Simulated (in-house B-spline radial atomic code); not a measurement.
# OEP/ALDAx excitations of Cu+

Method: OEP/ALDAx. Computed with an all-electron radial atomic-structure program (B-spline basis): linear response of the closed shell [Ar] 3d10 with the adiabatic LDA exchange kernel on the exchange-only optimised effective potential; non-relativistic, point nucleus, no spin-orbit coupling, no double excitations, S, P, D and F terms only. Only terms of natural parity with L up to 3 were computed.

Without relativity these are model numbers for so heavy an element.

Command:
```bash
python run_td.py task.json out
```
Settings (radii: box in bohr, nucleus in fm):
```
Z                        29
electrons                28
configuration            [Ar] 3d10
hamiltonian              nr
method                   oep
box_radius               41.61
intervals                80
```

Run time, properties included: 1.2 s on 1 thread of Intel(R) Xeon(R) Platinum 8488C (Sapphire Rapids) (shared host).

The lowest states, in the order of their Tamm-Dancoff energies; the method's threshold (minus the highest occupied level) is 22.036 eV. Labels give the largest channel, * marks a mixed state, and oscillator strengths are full-response dipole values. Semilocal kernels can invert the small singlet-triplet splittings of Rydberg terms. Energies in eV:

| state | full response | Tamm-Dancoff | oscillator strength |
| --- | --- | --- | --- |
| 3d → 4s 3D | ? | ? | - |
| 3d → 4s 1D | 4.537 | 4.554 | - |
| 3d → 4p 3P | 9.563 | 9.607 | - |
| 3d → 4p 3F | 9.807 | 9.825 | - |
| 3d → 4p 1F | 10.119 | 10.121 | - |
| 3d → 4p 1P | 10.726 | 10.804 | 0.402 |
| 3d → 5s 3D | 15.008 | 15.012 | - |
| 3d → 5s 1D | 15.107 | 15.110 | - |
| 3d → 4d 3S | ? | ? | - |
| 3d → 4d 3D | 15.998 | 16.002 | - |

Question: Where does 3d → 4d 3S lie?

Answer: At 15.624 eV in full response, 15.651 eV in Tamm-Dancoff.

Question: Where does 3d → 4s 3D lie?

Answer: At 3.875 eV in full response, 3.920 eV in Tamm-Dancoff.

Question: How large is the singlet-triplet splitting of 3d → 4s (D terms) in Tamm-Dancoff?

Answer: 0.634 eV, from the unrounded values.

Question: What polarisabilities and dispersion coefficient does the method give?

Answer: Dipole 5.414 bohr³, quadrupole 28.92 bohr⁵, C6 17.42 hartree·bohr⁶ for two such species.
